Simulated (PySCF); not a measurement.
# Telling isomers of C$_{4}$H$_{13}$FN$_{2}$Si$_{2}$ apart by NMR

Theoretical values (PySCF): shielding tensors at PBE0/pcSseg-1 (GIAO), coordinates at the GFN2-xTB level. A single conformation, rapidly exchanging positions averaged, non-relativistic Hamiltonian, gas phase.

Chemical shifts δ = σref − σ; TMS for ¹H (σref 31.72) and ¹³C (σref 186.93), all at this level. Splittings of carbon signals by F and P are missing where no couplings were computed. Where no couplings were computed, multiplicities follow the n + 1 count of equivalent neighbours, and m marks all less simple cases (inequivalent or close neighbours, rings, F or P nearby). Shifts are as computed. Against solution values, carbons near 30 ppm lie about +3 ppm off and those near 130 ppm about +5 ppm. Of 1211 compounds with measured shifts, 218 miss one by over three times the rms of a fit or turn the order of signals round; such compounds aren't used in these exercises. OH and NH positions are gas-phase values without hydrogen bonding to other molecules.

(1) Tabulate the signals of `C[C@@H]1N[SiH2]N(C)[SiH2][C@@H]1F`, `C[C@@H]1N[SiH2]N(C)[SiH2][C@H]1F`, `CN(C)[Si@H](N)/C(F)=C/[SiH3]` and their relative energies.

(2) What is the quickest way to tell C[C@@H]1N[SiH2]N(C)[SiH2][C@@H]1F from CN(C)[Si@H](N)/C(F)=C/[SiH3]?

(3) What is the quickest way to tell C[C@@H]1N[SiH2]N(C)[SiH2][C@@H]1F from C[C@@H]1N[SiH2]N(C)[SiH2][C@H]1F?

(4) What is the quickest way to tell C[C@@H]1N[SiH2]N(C)[SiH2][C@H]1F from CN(C)[Si@H](N)/C(F)=C/[SiH3]?

## Answers

(1) 
```tsv
SMILES	carbon types	δC	δH	E rel. (kcal/mol)
C[C@@H]1N[SiH2]N(C)[SiH2][C@@H]1F	2×CH 2×CH3	93.0, 51.3, 31.4, 23.3	5.07 (m, 1H), 5.07 (m, 1H), 4.97 (m, 1H), 4.83 (m, 1H), 4.55 (m, 1H), 3.07 (m, 1H), 2.66 (s, 3H), 1.43 (d, 3H), 1.06 (br s, 1H)	0.1
C[C@@H]1N[SiH2]N(C)[SiH2][C@H]1F	2×CH 2×CH3	91.9, 51.1, 30.2, 24.5	5.08 (m, 1H), 5.04 (m, 1H), 4.84 (m, 1H), 4.79 (m, 1H), 4.03 (m, 1H), 3.16 (m, 1H), 2.65 (s, 3H), 1.37 (d, 3H), 0.04 (br s, 1H)	0.0
CN(C)[Si@H](N)/C(F)=C/[SiH3]	1×C 1×CH 2×CH3	196.7, 113.3, 39.5	5.50 (m, 1H), 4.94 (m, 1H), 4.22 (d, 3H), 2.69 (s, 6H), 0.36 (br s, 2H)	26.9
```

Energies are electronic energies at PBE0/pcSseg-1 on these geometries, without zero-point or thermal terms, each for the one conformer computed, which needn't be the lowest.

(2) Count the carbon signals: 4 against 3. The first has an sp3 CH bonded to N at 51.3 ppm, the second a fully substituted alkene carbon (C) at 196.7 ppm. Their most deshielded carbons lie at 93.0 and 196.7 ppm. In the proton spectra the most deshielded non-exchanging signals are 5.07 (m, 1H) and 5.50 (m, 1H).

(3) Both give the same number of carbon signals, with the same numbers of each carbon type, so the positions decide. The first has a methyl carbon bonded to N (CH3) at 31.4 ppm, the second a methyl carbon bonded to N (CH3) at 30.2 ppm. Their most deshielded carbons lie at 93.0 and 91.9 ppm.

(4) Count the carbon signals: 4 against 3. The first has an sp3 CH bonded to N at 51.1 ppm, the second a fully substituted alkene carbon (C) at 196.7 ppm. Their most deshielded carbons lie at 91.9 and 196.7 ppm. In the proton spectra the most deshielded non-exchanging signals are 5.08 (m, 1H) and 5.50 (m, 1H).
